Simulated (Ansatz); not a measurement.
Reaction (atomization): `C[O][Ge]([C](F)(F)F)([C](F)(F)F)[C](F)(F)F` → 4 C• + 9 F• + Ge• + 3 H• + O•

Isolated molecules relaxed with PBE0-D4/def2-TZVP in Ansatz; ΔE leaves out vibrations. CBS: MP2 limit from def2 TZ/QZ plus the TZ coupled-cluster correction, frozen cores. This one scheme is used for every species, atoms too. DFT in def2-TZVPP. B3LYP here is the variant with VWN-RPA as its local correlation; programs differ in this. HSE06 is defined as in plane-wave codes. No spin–orbit coupling; open shells (•) take unrestricted orbitals. Spin–orbit coupling would lower the free atoms: a little for C, F, O; clearly for Ge. For Ge outer-core shells are correlated without core-valence functions, so the limit isn't a true one: a few kJ/mol of doubt a bond, and 10 to 20 or more in all where bonds break to atoms. Scalar relativity is left out up to krypton. Each species was taken in one conformer, which may not be the lowest.

```tsv
level	ΔE (eV)	difference from CCSD(T)/CBS
LDA (SPW92)	90.75	17.04
PBE-D4	77.59	3.88
revPBE-D4	74.31	0.60
BLYP-D4	74.32	0.61
B97M-V	73.80	0.09
PBE0-D4	74.21	0.50
B3LYP-D4	73.13	-0.58
r2SCANh-D4	73.42	-0.29
r2SCAN0-D4	71.76	-1.95
HSE06-D4	74.30	0.59
BHLYP-D4	68.84	-4.87
CAM-B3LYP-D4	74.28	0.57
ωB97X-V	74.32	0.61
ωB97M-V	74.08	0.37
B2PLYP	72.68	-1.03
PBE-QIDH	73.21	-0.50
revPBE	72.79	-0.92
r2SCAN	74.43	0.72
PBE0	73.74	0.03
B3LYP	72.28	-1.43
r2SCANh	73.26	-0.45
r2SCAN0	71.58	-2.13
HSE06	73.86	0.15
BHLYP	68.19	-5.52
CAM-B3LYP	73.80	0.09
LC-ωPBE	74.50	0.79
HF/def2-SVP	49.51	-24.20
CCSD/def2-SVP	68.55	-5.16
CCSD(T)/def2-SVP	69.69	-4.02
HF/def2-TZVPP	48.56	-25.15
MP2/def2-TZVPP	75.26	1.55
SCS-MP2/def2-TZVPP	72.98	-0.73
CCSD/def2-TZVPP	69.84	-3.87
CCSD(T)/def2-TZVPP	71.67	-2.04
HF/def2-QZVPP	48.62	-25.09
MP2/def2-QZVPP	76.45	2.74
SCS-MP2/def2-QZVPP	74.28	0.57
HF/CBS(def2)	48.63	-25.08
MP2/CBS(def2)	77.30	3.59
CCSD/CBS(def2)	71.88	-1.83
CCSD(T)/CBS	73.71	0
```

Largest T1 diagnostic among the species: 0.013.

The D4 term adds +0.85 eV with B3LYP and +0.47 eV with PBE0; it sums over pairs of atoms, weighted by their polarisabilities, and B3LYP, whose exchange is more repulsive, gets the larger term. In def2-TZVPP, CCSD(T) changes the Hartree–Fock value by +23.11 eV (the triples alone add +1.83 eV) and MP2 by +26.70 eV; breaking electron pairs costs correlation energy, which Hartree–Fock lacks.

For atomizations the MP2-based limit and the directly extrapolated one differ by several kJ/mol either way, and by 10 to 25 for some Ge, Se and Sn compounds, so smaller differences from it don't rank the levels.
